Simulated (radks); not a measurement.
The numbers below are computed, except where a source is named.
Valence configurations of the argon ion Ar+ (all share [Ne]). Level of theory: scalar-relativistic Kohn-Sham, PBE, spin-unpolarised, spherical densities, finite nucleus; Fermi nuclear charge, rms radius 3.4274 fm (a radial shooting solver on a logarithmic mesh with Libxc functionals). Energies are relative to 3s2 3p5; eigenvalues in eV.

valence      E (eV)    e(3p)    e(3s)
3s2 3p5       0.000  -22.119  -36.697
3s1 3p6      14.616  -22.668  -37.321
3s1.5 3p5.5   7.299  -22.397  -37.013

NIST lists [Ne] 3s2 3p5 as the ground configuration; this level of theory agrees among the configurations tried. The energies are those of spherical spin-averaged densities, not of single terms.
